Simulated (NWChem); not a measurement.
Molecule: TiF$_{4}$; SMILES [F][Ti]([F])([F])[F]

Task: Give the equilibrium geometry at PBE0/def2-SVP (NWChem) as a Z-matrix, with the point group.

Result: point group Td; any orientation.
```
Ti
F 1 1.7258
F 1 1.7258 2 109.47
F 1 1.7258 2 109.47 3 119.99
F 1 1.7259 2 109.47 4 120.00
```
